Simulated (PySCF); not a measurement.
WCl4H2, SMILES [Cl][WH2]([Cl])([Cl])[Cl], multiplicity 1. Atoms are numbered in the order given.

```xyz
7

W      0.0000     0.0000    -0.1016
Cl     0.0000     2.2596    -0.4187
Cl     2.1752     0.0000     0.7303
Cl    -2.1752     0.0000     0.7303
Cl     0.0000    -2.2596    -0.4187
H      0.8574     0.0000    -1.5387
H     -0.8574     0.0000    -1.5387
```
Charge 0, spin multiplicity 1.

The structure is a stationary point at B3LYP-D3(BJ)/def2-SVP. The spin state was assumed, not searched. The structure was generated by enumeration; whether it is a known compound was not checked. The def2 effective core potentials stand for the cores of W; spin–orbit coupling is left out.

Level of theory: B3LYP/def2-TZVP in PySCF.

ESP charges are fitted to the potential on shells at 1.4 to 2.0 van der Waals radii. Atomic charges (e):

```tsv
atom	ESP fit	Löwdin	Mulliken
W1	0.54	-0.48	0.72
Cl2	-0.07	0.16	-0.19
Cl3	-0.15	0.06	-0.27
Cl4	-0.15	0.06	-0.27
Cl5	-0.07	0.16	-0.19
H6	-0.05	0.02	0.10
H7	-0.05	0.02	0.10
```
